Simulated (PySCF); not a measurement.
## Rh (rhodium, neutral): LDA calculation

Configuration: [Kr] 4d8 5s1, high-spin 4F determinant. Computed with PySCF 2.14 in aug-cc-pVDZ-PP with ECP28MDF, with a scalar-relativistic core potential.

```json
{"Total energy": "-109.9073 hartree", "One-electron energy": "-192.9437 hartree", "Hartree (Coulomb) energy": "94.1166 hartree", "Exchange-correlation energy": "-11.0803 hartree", "⟨S²⟩": "3.7503", "⟨L²⟩": "12.009", "Sum of ⟨r⟩": "24.78 bohr", "Sum of ⟨r²⟩": "48.19 bohr²"}
```

```tsv
shell	electrons	mean orbital energy (hartree)	spread (hartree)	rms radius, mean of both spins (bohr)
4s α	1	-3.07396	0	1.05
4s β	1	-3.01881	0	1.05
4p α	3	-1.88945	0	1.17
4p β	3	-1.83364	0	1.17
4d α	5	-0.24541	0.02480	1.80
4d β	3	-0.19536	0	1.80
5s α	1	-0.18669	0	3.45
```

Energies and moments cover only the electrons outside the core potential.
